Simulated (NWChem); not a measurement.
Species: BNH3OCl; SMILES NB(O)Cl

```xyz
7

B     -0.0256     0.4584     0.0000
Cl    -0.0350    -1.3354     0.0000
O     -1.2005     1.1404     0.0000
H     -1.9648     0.5580     0.0000
N      1.1974     1.1325     0.0000
H      1.2439     2.1422     0.0000
H      2.0877     0.6588     0.0000
```
Atoms are numbered in this order, from 1.

Computed with NWChem. Pople sets run with spherical d functions. All runs use the structure optimised with PBE0/def2-SVP. GIAO values for the isolated, static molecule; σ is the absolute isotropic shielding, δ = σ(reference) − σ with the isolated reference molecule computed at the same levels (11B: boron trifluoride, 1H: tetramethylsilane, 15N: ammonia, 17O: water).

For level B3LYP/6-31G*:

```
Item         Result
-----------  ------
σ Cl2 (ppm)   910.7
δ O3 (ppm)     96.8
δ H4 (ppm)     2.94
δ N5 (ppm)     54.0
δ H6 (ppm)     2.02
δ H7 (ppm)     1.86
```

Question: What are these values for level LDA (Slater exchange, VWN5)/pcSseg-1?

Answer: 
- σ Cl2 (ppm) = 858.3
- δ O3 (ppm) = 140.2
- δ H4 (ppm) = 3.53
- δ N5 (ppm) = 81.9
- δ H6 (ppm) = 2.61
- δ H7 (ppm) = 2.49
